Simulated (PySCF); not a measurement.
# [Gd(H2O)]3+ relaxed at several levels

Computed with PySCF 2.14.0, def2-SVP on the ligands, density fitting, scalar-relativistic core potentials, no spin-orbit coupling, vacuum. Each row is relaxed at its own level from the same template. Distances are means of the shortest metal–ligand contacts, charges and spins Mulliken's; removal energies are rigid, with the ligand's formal charge and no counterpoise, so too large; for an anion taken off a cation in vacuum most of it is the attraction of opposite charges, and multiply charged cations can part far more cheaply with an electron moved from ligand to metal. lcecp potentials hold a fixed number of 4f electrons in the core, out of states, spins and gaps.

```
level      basis on the metal  point group  M–H2O (Å)  charge on M (e)  removal of one H2O (eV)  strongest infrared band, degenerate modes summed (cm⁻¹)  unstable modes (below −25 cm⁻¹)
  PBE  lcecp-1-SVP with ECP53          C2v      2.207             2.50                     5.33                                                     3244                                0
```

What does the calculation give for PBE0, lcecp-1-SVP with ECP53?

point group: C2v, M–H2O (Å): 2.200, charge on M (e): 2.56, removal of one H2O (eV): 5.09, strongest infrared band, degenerate modes summed (cm⁻¹): 3399, unstable modes (below −25 cm⁻¹): 0.
```xyz
4

Gd    0.0000    0.0000   -0.0753
O     0.0000    0.0000    2.1248
H     0.7796    0.0000    2.7543
H    -0.7796    0.0000    2.7543
```

One start shape was tried for each, so a minimum needn't be the lowest isomer.
